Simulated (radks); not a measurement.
Question: All-electron atom: Dy30+ in [Kr]. Method: non-relativistic Kohn-Sham, TPSS, spin-polarised, spherical densities, point nucleus; meta-GGA in the generalised Kohn-Sham scheme; relativity is left out, which matters for an element this heavy; computed with a radial shooting solver on a logarithmic mesh with Libxc functionals. Some entries of the table are withheld. Estimate them.

orbital,occ.,eigenvalue (eV),r(max) (bohr),<r^2> (bohr^2)
1s,2,-51344.38,0.01523,0.0007053
2s,2,-9155.183,0.08329,0.01116
2p,6,-8775.536,(1),0.008291
3s,2,-2846.943,0.2299,0.07001
3p,6,-2678.442,(2),0.06520
3d,10,-2369.713,0.1729,0.05136
4s,2,-1274.412,0.4940,0.2864
4p,6,-1203.374,0.4922,0.2881
4d,0,-1078.534,0.4793,0.2840
5s,0,-717.6054,0.8947,0.8481

Answer: 
(1) 2p r(max) (bohr): 0.06484
(2) 3p r(max) (bohr): 0.2174
